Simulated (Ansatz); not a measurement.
The lowest doublet and quartet of CCl (SMILES [C]Cl); geometries from B3LYP-D3(BJ)/def2-TZVP, each state relaxed from the structure named, with no frequency check.
Doublet (charge 0, multiplicity 2):
```xyz
2

C      0.0000     0.0000    -1.2243
Cl     0.0000     0.0000     0.4321
```
Quartet (charge 0, multiplicity 4):
```
atom   x (Å)   y (Å)    z (Å)
----  ------  ------  -------
C     0.0000  0.0000  -1.2268
Cl    0.0000  0.0000   0.4330
```

A positive gap puts the quartet lower; no zero-point energy. U- takes an unrestricted doublet. The quartet is unrestricted in single-reference levels. Active spaces average the two states.

Correlated levels freeze the cores.

Run with Ansatz (a program for electronic structure). 

Problem. Estimate the gap E(doublet) − E(quartet), adiabatic that SC-NEVPT2 on SA-CASSCF(3,4)/cc-pV(T+d)Z returns for this input.

Solution. -50.5 kcal/mol

Problem. What gap E(doublet) − E(quartet), adiabatic does U-wB97M-V/def2-TZVPP give?

Solution. -59.5 kcal/mol

Problem. What is the computed gap E(doublet) − E(quartet), adiabatic (FIC-MRCISD+Q on SA-CASSCF(3,4)/cc-pV(Q+d)Z)?

Solution. -54.2 kcal/mol
